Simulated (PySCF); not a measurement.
AlFH2Se. Atoms are numbered in the order given.

```xyz
5

Al    -0.5393    -1.1631     0.0000
F      0.6825    -2.2753     0.0000
H     -2.0254    -1.6498     0.0000
Se     0.1229     1.0517     0.0000
H     -1.2836     1.4903     0.0000
```

Geometry: B3LYP-D3(BJ)/def2-TZVP. One conformer was computed; it need not be the lowest.

All values below come from IEF-PCM-M06-2X/def2-SVP (PySCF 2.14.0).

The values are the electrostatic part of the solvation free energy, E(continuum) − E(gas) at the gas-phase geometry, in a cavity of scaled van der Waals radii (PySCF's table); cavitation and dispersion terms are not included. A continuum can't describe solvent molecules that bind to the metal. In vacuum the orbital gap is 8.23 eV. The dipole moment in vacuum is 1.93 D.

| solvent | ε | ΔG(elec) (kcal/mol) | dipole (D) | gap (eV) |
|---|---|---|---|---|
| water | 78.36 | [?] | [?] | [?] |
| 1-octanol | 9.86 | -5.6 | 2.39 | 8.50 |
| toluene | 2.37 | -3.0 | 2.16 | 8.37 |

**Question.** Fill in the missing entries. (The exact figures need the calculation; the answer reports its results.)

**Answer.** 
- water, ΔG(elec) (kcal/mol): -6.5
- water, dipole (D): 2.47
- water, gap (eV): 8.55
